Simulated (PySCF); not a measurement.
**Orbital picture of MnS**

B3LYP at R = 2.063 Å; PySCF, no relativity, basis sets Mn def2-TZVPP, S def2-TZVPP. State: ⁶Σ⁺ (sextet), unpaired electrons σ ↑, π ↑↑, δ ↑↑. Only the outer orbitals are listed, counted within each symmetry.

```tsv
spin	orbital	occ.	ε (eV)	on Mn (%)	main shells (%)
α	4π	1	-9.76	93	93 Mn d
α	4π	1	-9.76	93	93 Mn d
α	10σ	1	-9.66	81	80 Mn d, 14 S p
α	1δ	1	-9.62	100	100 Mn d
α	1δ	1	-9.62	100	100 Mn d
α	11σ	1	-6.92	57	48 Mn s, 42 S p
α	5π	1	-5.84	16	84 S p, 10 Mn p
α	5π	1	-5.84	16	84 S p, 10 Mn p
α	12σ	0	-3.32	71	33 Mn p, 33 Mn s, 29 S p
α	6π	0	-0.43	92	85 Mn p
α	6π	0	-0.43	92	85 Mn p
β	10σ	1	-7.65	22	74 S p, 12 Mn d, 9 Mn s
β	4π	1	-6.35	26	73 S p, 22 Mn d
β	4π	1	-6.35	26	73 S p, 22 Mn d
β	11σ	0	-3.17	99	73 Mn s, 13 Mn d, 12 Mn p
β	5π	0	-1.92	83	72 Mn d, 16 S p, 11 Mn p
β	5π	0	-1.92	83	72 Mn d, 16 S p, 11 Mn p
```

Problem. Which are the highest filled and the lowest empty level, where do they sit, and how wide is the gap?

Solution. Highest filled α 5π at -5.84 eV (in %: 84 S p, 10 Mn p); lowest empty α 12σ at -3.32 eV (in %: 33 Mn p, 33 Mn s, 29 S p); the gap at B3LYP is 2.52 eV.

```
bond order (Mayer)                              : 2.20
⟨S²⟩                                            : 8.829
charge on Mn (Mulliken, basis-dependent)        : 0.51
charge on Mn (Löwdin, basis-dependent)          : 0.01
dipole moment (positive dipole means Mn(−)S(+)) : -5.79 D
polarisability along the bond                   : 87.3 bohr³
polarisability across the bond                  : 46.8 bohr³
```

The state is the lowest single determinant that the PBE0 search found; with open d or f shells the true ground state can be another one.
